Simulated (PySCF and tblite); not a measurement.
C₄H₉Br, numbered as in [CH3:1][CH2:2][CH2:3][CH2:4][Br:5].

Free energies: B3LYP-D3(BJ)/def2-SVP (IEF-PCM, chloroform) on GFN2-xTB structures plus GFN2-xTB thermal terms, symmetry and mirror images included. Conformers within 3 kcal/mol (GFN2-xTB free energy) were kept, 10 at most. GIAO shieldings: KT3/pcSseg-1 (IEF-PCM, chloroform). Shifts are against TMS (¹H), TMS (¹³C) at the same level. Programs: PySCF with density fitting and tblite.

Torsions listed: C1–C2–C3–C4, C2–C3–C4–Br5. Of a mirror pair one member is shown.

```json
{"conformer": "1", "shape": "179°, 66°", "weight %": "40.0", "dipole D": "2.34"}
{"conformer": "2", "shape": "-65°, -63°", "weight %": "28.9", "dipole D": "2.33"}
{"conformer": "3", "shape": "180°, 180°", "weight %": "18.3", "dipole D": "2.56"}
{"conformer": "4", "shape": "66°, 176°", "weight %": "12.1", "dipole D": "2.55"}
{"conformer": "5", "shape": "66°, -86°", "weight %": "0.7", "dipole D": "2.38"}
```

Q: How do the computed shifts compare with measured ones?

A: 
| nucleus | signal | leading conformer | average | measured | medium |
| --- | --- | --- | --- | --- | --- |
| ¹H | H1 | 1.05 | 1.03 | 0.93 | not stated per compound (mostly CDCl3 or CCl4) |
| ¹H | H2 | 1.67 | 1.65 | 1.46 | not stated per compound (mostly CDCl3 or CCl4) |
| ¹H | H3 | 1.77 | 1.84 | 1.84 | not stated per compound (mostly CDCl3 or CCl4) |
| ¹H | H4 | 3.89 | 3.85 | 3.42 | not stated per compound (mostly CDCl3 or CCl4) |

Measured values: Pretsch, Buehlmann, Badertscher, Structure Determination of Organic Compounds, 4th ed. (2009). Mean difference for ¹H: 0.18 ppm, scatter 0.16 ppm. The computed shifts are unscaled and lack vibrational corrections.
